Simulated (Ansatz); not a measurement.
`C[Se][GeH2][BH][InH2]`. Charge 0, multiplicity 1. In takes the def2 core potential.

```xyz
13

C     0.1738    1.6693    1.2160
Se   -1.0028    1.2080   -0.2771
Ge   -1.3498   -1.1021    0.3410
B     0.3409   -1.9279   -0.5032
In    1.1248   -0.2262   -1.7734
H    -0.4068    1.6980    2.1356
H     0.5815    2.6549    0.9996
H     0.9912    0.9547    1.2956
H    -2.6506   -1.4769   -0.3968
H    -1.6222   -1.0965    1.8598
H     0.7051   -3.0429   -0.2757
H     2.4526    0.7279   -1.1949
H     0.6622   -0.0403   -3.4265
```

Question: List the harmonic frequencies (cm⁻¹, unscaled) at PBE0-D4/def2-TZVP in Ansatz. (An estimate is asked.)

Answer: The calculation gave: 52, 85, 100, 122, 131, 152, 216, 262, 311, 353, 458, 494, 573, 576, 603, 610, 659, 676, 802, 836, 926, 932, 1312, 1459, 1461, 1760, 1790, 2106, 2129, 2640, 3076, 3177, 3185.

Question: Is this a minimum?

Answer: Yes, all 33 modes are real.

Question: Give the ideal-gas thermochemistry at 298.15 K and 1 bar (rigid rotor, harmonic oscillator; point group C1, symmetry number 1).

Answer: Zero-point energy 203.5 kJ/mol; H(298) − E = 233.8 kJ/mol; entropy 440.0 J/(mol·K), of which translation 179.9, rotation 128.4, vibration 131.7; G(298) − E = 102.7 kJ/mol. Modes under 100 cm⁻¹ are hindered rotations or soft bends, so the harmonic entropy is rough.

Question: And at 400, 500, 600, 800 and 1000 K?

Answer: 
| T (K) | H − E (kJ/mol) | S (J/mol/K) | G − E (kJ/mol) |
| --- | --- | --- | --- |
| 400 | 251.1 | 489.7 | 55.2 |
| 500 | 270.1 | 532.1 | 4.1 |
| 600 | 290.8 | 569.7 | -51.0 |
| 800 | 335.9 | 634.4 | -171.6 |
| 1000 | 384.8 | 688.9 | -304.1 |
